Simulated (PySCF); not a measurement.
A structure optimised at PBE-D3(BJ)/def2-SVP, used in a PySCF frequency run:

```
Si
O 1 1.6805
C 2 1.4153 1 122.46
H 3 1.1092 2 108.51 1 -176.79
H 3 1.1150 4 108.07 2 -121.95
H 3 1.1151 4 108.01 5 -116.35
H 1 1.4992 2 105.04 3 -177.40
H 1 1.5114 7 110.04 2 -119.88
P 1 2.2860 7 114.19 8 -119.23
H 9 1.4406 1 93.39 7 -33.02
H 9 1.4424 10 93.16 1 -91.25
```
Charge 0, spin multiplicity 1.

Problem. Write its SMILES and formula.

Solution. CO[SiH2]P, CH7OPSi

Problem. What are its rotational constants (standard atomic weights)?

Solution. 7.4353, 2.4290, 1.9825 GHz
